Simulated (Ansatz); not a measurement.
Ansatz results at the PBE0-D4/def2-TZVP geometry: LUMO energy (PBE/def2-TZVPP) -1.30 eV; HOMO energy (ωB97M-V/def2-TZVPP) -9.62 eV; LUMO energy (B3LYP/def2-TZVPP) -0.72 eV.

Each molecule was computed in one conformer, which needn't be the lowest.

Task: Which molecule gave them?
A. `C[SiH]1C=N1`
B. `[NH2][GeH2][SiH2]O`
C. `N[SiH2][O][GeH3]`
D. `BrB1CCO1`

Result: B. The others give `C[SiH]1C=N1`: -1.82, -8.62, -0.87; `BrB1CCO1`: -1.19, -10.47, -0.42; `N[SiH2][O][GeH3]`: -0.60, -10.11, 0.03.

B3LYP here is the variant with VWN-RPA as its local correlation; programs differ in this.
